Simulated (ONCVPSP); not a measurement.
Configuration tests for In (ONCV)

```
Element                 : indium
Generator               : ONCVPSP 4.0.1
Type                    : optimised norm-conserving Vanderbilt (ONCV)
Functional              : Wu-Cohen
Relativity              : scalar-relativistic
Frozen core             : [Kr] 4d10
Valence charge          : 3
Reference configuration : 5s1.75 5p1.25
Partial waves           : 5s: rc 2.05 bohr, ncon 4, nbas 8, qcut 2.9 1/bohr, 2 projectors, debl 2.4 Ha; 5p: rc 2.70 bohr, ncon 4, nbas 7, qcut 3.6 1/bohr, 1 projector
Local potential         : polynomial inside 1.30 bohr (lpopt 5, dvloc0 4 Ha)
Core correction         : polynomial model core, fcfact 0.6
```

Energies are relative to the spin-unpolarised reference configuration 5s1.75 5p1.25; without spin polarisation the order of configurations can differ from experiment.

```tsv
valence configuration	charge	ΔE all-electron (eV)	error AE − PS (meV)
5s2 5p1	0	-1.451	-1.1
5s2 5p0	+1	3.900	-12
5s1 5p2	0	4.452	-11
```

(1) What are ΔE and the potential's error for 5s1 5p0?

Levels in the configuration 5s2 5p1:

| level | all-electron (eV) | pseudo (eV) |
| --- | --- | --- |
| 5s | -8.271 | -8.258 |
| 5p | -2.501 | -2.499 |

Note: no bound ghost flagged; GHOST(+) flagged for s at 15.8 eV.

Answers

(1) ΔE = 23.198 eV all-electron; the error (AE − PS) is -214 meV.
